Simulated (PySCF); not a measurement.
PySCF input (PW6B95/def2-TZVPD):

```python
from pyscf import gto, scf, dft

mol = gto.M(
    atom='''
    K    -0.00000000   -0.00000000   -1.56987413
    Cl    0.00000000    0.00000000    1.75456520
    ''',
    basis='def2-tzvpd',
    charge=1,
    spin=1,
    symmetry='C2v',
    verbose=4,
)

mf = dft.UKS(mol, xc='pw6b95').density_fit(auxbasis='def2-universal-jkfit')
mf.grids.level = 3
mf.conv_tol = 1e-9
mf.max_cycle = 100
mf.max_memory = 1500
mf.kernel()
if not mf.converged:
    mf = mf.newton()
    mf.kernel(mf.make_rdm1())
mf.analyze()
```

Output:

```
PySCF version 2.14.0

[INPUT] verbose = 4
[INPUT] num. atoms = 2
[INPUT] num. electrons = 35
[INPUT] charge = 1
[INPUT] spin (= nelec alpha-beta = 2S) = 1
[INPUT] symmetry C2v subgroup None
[INPUT] Mole.unit = angstrom
[INPUT] Symbol           X                Y                Z      unit          X                Y                Z       unit  Magmom
[INPUT]  1 K      0.000000000000   0.000000000000  -1.569874130000 AA    0.000000000000   0.000000000000  -2.966632155740 Bohr   0.0
[INPUT]  2 Cl     0.000000000000   0.000000000000   1.754565200000 AA    0.000000000000   0.000000000000   3.315647695693 Bohr   0.0

nuclear repulsion = 51.4144558406364
point group symmetry = Coov, use subgroup C2v
symmetry origin: [ 0.00000000e+00  0.00000000e+00 -3.67446755e-09]
symmetry axis x: [1. 0. 0.]
symmetry axis y: [0. 1. 0.]
symmetry axis z: [0. 0. 1.]
num. orbitals of irrep A1 = 37
num. orbitals of irrep A2 = 7
num. orbitals of irrep B1 = 19
num. orbitals of irrep B2 = 19
number of shells = 30
number of NR pGTOs = 140
number of NR cGTOs = 82
basis = def2-tzvpd
ecp = {}

******** <class 'pyscf.df.df_jk.DFSymAdaptedUKS'> ********
method = DFSymAdaptedUKS
initial guess = minao
damping factor = 0
level_shift factor = 0
DIIS = <class 'pyscf.scf.diis.CDIIS'>
diis_start_cycle = 1
diis_space = 8
diis_damp = 0
SCF conv_tol = 1e-09
SCF conv_tol_grad = None
SCF max_cycles = 100
direct_scf = False
number electrons alpha = 18  beta = 17
XC library pyscf.dft.libxc version 7.1.2
    S. Lehtola, C. Steigemann, M. J. T. Oliveira, and M. A. L. Marques,  SoftwareX 7, 1–5 (2018)
XC functionals = pw6b95
    Y. Zhao and D. G. Truhlar,  J. Phys. Chem. A 109, 5656 (2005)
radial grids:
    Treutler-Ahlrichs [JCP 102, 346 (1995); DOI:10.1063/1.469408] (M4) radial grids

becke partition: Becke, JCP 88, 2547 (1988); DOI:10.1063/1.454033
pruning grids: <function nwchem_prune>
grids dens level: 3
symmetrized grids: C2v
atomic radii adjust function: <function treutler_atomic_radii_adjust>
small_rho_cutoff = 0
Freeze 0 electrons in irreps []
    35 free electrons in irreps A1 A2 B1 B2
Set gradient conv threshold to 3.16228e-05
tot grids = 38920
[...]
macro= 20  E= -1060.68568343408  delta_E= 2.72848e-12  |g|= 1.15292e-05  1 KF 2 JK
Canonicalize SCF orbitals
macro X = 21  E=-1060.68568343408  |g|= 1.15292e-05  total 38 KF 171 JK
converged SCF energy = -1060.68568343408  <S^2> = 0.75281008  2S+1 = 2.0028081
**** SCF Summaries ****
Total Energy =                       -1060.685683434084694
Nuclear Repulsion Energy =              51.414455840636435
One-electron Energy =                -1555.500903488306676
Two-electron Energy =                  443.400764213585433
Two-electron Coulomb Energy =          505.738158941184395
DFT Exchange-Correlation Energy =      -62.337394727598983
HOMO-LUMO gap [eV] =                     3.260282702704405
Wave-function symmetry = B2
alpha occupancy for each irrep:     A1   A2   B1   B2
                                    10    0    4    4
beta  occupancy for each irrep:     A1   A2   B1   B2
                                    10    0    4    3
**** MO energy ****
alpha MO #1 (A1 #1), energy= -130.470374973188 occ= 1
alpha MO #2 (A1 #2), energy= -102.143026056245 occ= 1
alpha MO #3 (A1 #3), energy= -13.5544231273421 occ= 1
alpha MO #4 (B2 #1), energy= -10.8662576282437 occ= 1
alpha MO #5 (B1 #1), energy= -10.8662331644228 occ= 1
alpha MO #6 (A1 #4), energy= -10.8660867315177 occ= 1
alpha MO #7 (A1 #5), energy= -9.77904000097754 occ= 1
alpha MO #8 (B2 #2), energy= -7.5242065351893 occ= 1
alpha MO #9 (A1 #6), energy= -7.50195892620787 occ= 1
alpha MO #10 (B1 #2), energy= -7.50132613259707 occ= 1
alpha MO #11 (A1 #7), energy= -1.62827001878309 occ= 1
alpha MO #12 (A1 #8), energy= -1.03610666383543 occ= 1
alpha MO #13 (B2 #3), energy= -0.982000700345262 occ= 1
alpha MO #14 (B1 #3), energy= -0.981758938779608 occ= 1
alpha MO #15 (A1 #9), energy= -0.980475084102536 occ= 1
alpha MO #16 (B2 #4), energy= -0.585113762423079 occ= 1
alpha MO #17 (A1 #10), energy= -0.539885190675537 occ= 1
alpha MO #18 (B1 #4), energy= -0.531699527108013 occ= 1
alpha MO #19 (A1 #11), energy= -0.197297611745631 occ= 0
alpha MO #20 (B2 #5), energy= -0.132886391184484 occ= 0
alpha MO #21 (A1 #12), energy= -0.128888723428845 occ= 0
alpha MO #22 (B1 #5), energy= -0.128146722443072 occ= 0
alpha MO #23 (A1 #13), energy= -0.0936412059251154 occ= 0
alpha MO #24 (B2 #6), energy= -0.0834350520856364 occ= 0
alpha MO #25 (B1 #6), energy= -0.0829430674449827 occ= 0
alpha MO #26 (A2 #1), energy= -0.0800956008570992 occ= 0
alpha MO #27 (A1 #14), energy= -0.0776323957434853 occ= 0
alpha MO #28 (A1 #15), energy= -0.0721381919124831 occ= 0
alpha MO #29 (B1 #7), energy= -0.0699329391409939 occ= 0
alpha MO #30 (B2 #7), energy= -0.0691736103477137 occ= 0
alpha MO #31 (A1 #16), energy= -0.0378524005841084 occ= 0
alpha MO #32 (B1 #8), energy= -0.0307472416151272 occ= 0
alpha MO #33 (A1 #17), energy= -0.0271864288748049 occ= 0
alpha MO #34 (B2 #8), energy= -0.0267646471917854 occ= 0
alpha MO #35 (A1 #18), energy= 0.0168636038422521 occ= 0
alpha MO #36 (A2 #2), energy= 0.0300756510899423 occ= 0
alpha MO #37 (A1 #19), energy= 0.0348643479991504 occ= 0
alpha MO #38 (B2 #9), energy= 0.08020496385791 occ= 0
alpha MO #39 (B1 #9), energy= 0.0942238129654395 occ= 0
alpha MO #40 (A2 #3), energy= 0.097958692849708 occ= 0
alpha MO #41 (A1 #20), energy= 0.102657082411079 occ= 0
alpha MO #42 (A1 #21), energy= 0.104115450069224 occ= 0
alpha MO #43 (B2 #10), energy= 0.111693966879972 occ= 0
alpha MO #44 (B1 #10), energy= 0.112849984637142 occ= 0
alpha MO #45 (A1 #22), energy= 0.150570992168386 occ= 0
alpha MO #46 (B2 #11), energy= 0.30955244137145 occ= 0
alpha MO #47 (B1 #11), energy= 0.328324256053215 occ= 0
alpha MO #48 (A1 #23), energy= 0.357085787124391 occ= 0
alpha MO #49 (A1 #24), energy= 0.397001944295079 occ= 0
alpha MO #50 (A2 #4), energy= 0.401088708820658 occ= 0
alpha MO #51 (B2 #12), energy= 0.438245158454566 occ= 0
alpha MO #52 (A1 #25), energy= 0.445929457401647 occ= 0
alpha MO #53 (B1 #12), energy= 0.462706153758446 occ= 0
alpha MO #54 (B2 #13), energy= 0.47691544871038 occ= 0
alpha MO #55 (B1 #13), energy= 0.479361709413897 occ= 0
alpha MO #56 (A1 #26), energy= 0.59269154271617 occ= 0
alpha MO #57 (A1 #27), energy= 0.791076443503368 occ= 0
alpha MO #58 (A1 #28), energy= 0.800734722928693 occ= 0
alpha MO #59 (A2 #5), energy= 0.93390140374831 occ= 0
alpha MO #60 (A1 #29), energy= 0.934601492898536 occ= 0
alpha MO #61 (B2 #14), energy= 0.94463974799238 occ= 0
alpha MO #62 (B1 #14), energy= 0.945239353432562 occ= 0
alpha MO #63 (A1 #30), energy= 0.989751940772702 occ= 0
alpha MO #64 (A1 #31), energy= 1.69584010023195 occ= 0
alpha MO #65 (A2 #6), energy= 1.69857464820078 occ= 0
alpha MO #66 (B2 #15), energy= 1.72571250037392 occ= 0
alpha MO #67 (B1 #15), energy= 1.75472011045429 occ= 0
alpha MO #68 (A1 #32), energy= 1.76480141752743 occ= 0
alpha MO #69 (B2 #16), energy= 1.84961830486772 occ= 0
alpha MO #70 (B1 #16), energy= 1.85615748082273 occ= 0
alpha MO #71 (A1 #33), energy= 1.85804369433143 occ= 0
alpha MO #72 (A2 #7), energy= 1.87140752371668 occ= 0
alpha MO #73 (B2 #17), energy= 1.87340363991127 occ= 0
alpha MO #74 (B1 #17), energy= 1.90410201743118 occ= 0
alpha MO #75 (A1 #34), energy= 1.91166456260014 occ= 0
alpha MO #76 (B2 #18), energy= 2.05798956340867 occ= 0
alpha MO #77 (B1 #18), energy= 2.1001815217582 occ= 0
alpha MO #78 (A1 #35), energy= 2.20302702523923 occ= 0
alpha MO #79 (B2 #19), energy= 10.5138260019951 occ= 0
alpha MO #80 (B1 #19), energy= 10.5484891247979 occ= 0
alpha MO #81 (A1 #36), energy= 10.625042524294 occ= 0
alpha MO #82 (A1 #37), energy= 24.4893388508887 occ= 0
beta  MO #1 (A1 #1), energy= -130.470379447703 occ= 1
beta  MO #2 (A1 #2), energy= -102.135319026421 occ= 1
beta  MO #3 (A1 #3), energy= -13.5544281612118 occ= 1
beta  MO #4 (B2 #1), energy= -10.8662579544778 occ= 1
beta  MO #5 (B1 #1), energy= -10.8662371285556 occ= 1
beta  MO #6 (A1 #4), energy= -10.8660974219666 occ= 1
beta  MO #7 (A1 #5), energy= -9.77289663068719 occ= 1
beta  MO #8 (B2 #2), energy= -7.50023701459704 occ= 1
beta  MO #9 (A1 #6), energy= -7.4979168911197 occ= 1
beta  MO #10 (B1 #2), energy= -7.49731644590442 occ= 1
beta  MO #11 (A1 #7), energy= -1.6282909246089 occ= 1
beta  MO #12 (A1 #8), energy= -0.985574311272055 occ= 1
beta  MO #13 (B2 #3), energy= -0.981997417592421 occ= 1
beta  MO #14 (B1 #3), energy= -0.981772285941881 occ= 1
beta  MO #15 (A1 #9), energy= -0.975023480188697 occ= 1
beta  MO #16 (A1 #10), energy= -0.5225377419705 occ= 1
beta  MO #17 (B1 #4), energy= -0.51420949150393 occ= 1
beta  MO #18 (B2 #4), energy= -0.394396504857069 occ= 0
beta  MO #19 (A1 #11), energy= -0.199571453596514 occ= 0
beta  MO #20 (A1 #12), energy= -0.155663377223579 occ= 0
[...]
```
